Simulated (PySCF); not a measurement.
Fill in the blanks.

Compound: C₄H₆F₂O₂S.
Numbering: `[CH3:1][O:2][CH2:3][C:4](=[S:5])[O:6][CH:7]([F:8])[F:9]` (hydrogens: H10, H11, H12 on C1; H13, H14 on C3; H15 on C7)

Cartesian coordinates in Å at the GFN2-xTB level; atoms count from 1:
```
atom  x, y, z in Å
C1    -2.886    0.481   -0.570
O2    -1.726   -0.316   -0.528
C3    -0.589    0.395   -0.149
C4     0.608   -0.505   -0.182
S5     0.585   -2.029   -0.700
O6     1.706    0.154    0.282
C7     2.917   -0.482    0.341
F8     3.392   -0.397    1.593
F9     3.795    0.165   -0.443
H10   -3.695   -0.177   -0.876
H11   -2.781    1.297   -1.295
H12   -3.112    0.908    0.414
H13   -0.688    0.811    0.870
H14   -0.400    1.246   -0.827
H15    2.869   -1.543    0.036
```

| property | level | value |
| --- | --- | --- |
| rotational constants A, B, C of the GFN2-xTB geometry | GFN2-xTB | 2.822, 0.647, 0.583 GHz |
| dipole moment | wB97X-D/def2-SVPD | ? |
| HOMO energy | wB97X-D/def2-SVPD | ? |
| LUMO energy | wB97X-D/def2-SVPD | ? |
| lowest singlet excitation | TDDFT wB97X-D/def2-SVPD | 3.19 eV (389 nm, f = 0.000) |
| strongest line among the 8 lowest singlet transitions | TDDFT wB97X-D/def2-SVPD | ? |
| lowest triplet excitation (Tamm–Dancoff) | TDA wB97X-D/def2-SVPD | 2.82 eV |
| static isotropic polarisability | wB97X-D/def2-SVPD | 80.8 au |
| electronic spatial extent ⟨r²⟩ about the centre of nuclear charge | wB97X-D/def2-SVPD | 1859 bohr² |

The electronic properties come from PySCF, for the isolated species, density fitting.

Task: Give the HOMO energy.

Result: -8.99 eV.

Task: Give the strongest line among the 8 lowest singlet transitions.

Result: S3 at 5.75 eV (216 nm, f = 0.167).

Task: Give the dipole moment.

Result: 2.95 D.

Task: What is the LUMO energy?

Result: -0.37 eV.

The largest Löwdin shares of the LUMO are 0.38 on C4, 0.38 on S5, 0.10 on O6 and 0.06 on C3. In atomic units the dipole is 1.16 e·bohr (1 au = 2.5417 D). 1 of the 8 computed singlets lies in the visible range (750 to 380 nm, 1.65 to 3.26 eV), with an oscillator strength of 0.000. The largest Löwdin shares of the HOMO are 0.71 on S5 and 0.10 on C4. The principal polarisabilities are 62.2, 86.4 and 93.9 au; their mean is the isotropic value. The polarisability is 11.98 Å³ as a volume (1 au = 0.148185 Å³), or 1.01 au for each of the 80 electrons.

One conformer stands for the species.
